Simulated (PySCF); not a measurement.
C5H6N2Si.
InChI=1S/C5H6N2Si/c1-2-5-3-6-4-7(5)8/h1,3-4H,8H3

The closed-shell ground state was solved at several levels (PySCF, density fitting, gas phase, non-relativistic). Geometry: PBE0-D3(BJ)/def2-SVP; no solvent, vibrations or thermal averaging.

```csv
level,basis functions,HOMO (eV),LUMO (eV),gap (eV),dipole (D)
B3LYP/def2-SVPD,212,-6.40,-0.98,5.42,3.22
wB97X-D/pcSseg-1,173,-8.32,0.97,9.29,3.46
```

Q: Estimate the row for PBE0/pcSseg-1, a basis of 173 functions; the other rows only guide the guess.

A: HOMO -6.59 eV, LUMO -0.74 eV, gap 5.85 eV, dipole 3.36 D.

Q: Over all these levels, which gives the widest orbital gap and which the narrowest?

A: wB97X-D/pcSseg-1 (range-separated hybrid) has the widest, 9.29 eV, and B3LYP/def2-SVPD (global hybrid, 20 % exact exchange) the narrowest, 5.42 eV. Functional and basis both differ between the two, so the spread mixes both effects.

Q: How far do the dipole and the HOMO energy spread over the levels?

A: The dipole runs from 3.22 to 3.46 D (mean 3.35 D) and the HOMO from -8.32 to -6.40 eV.
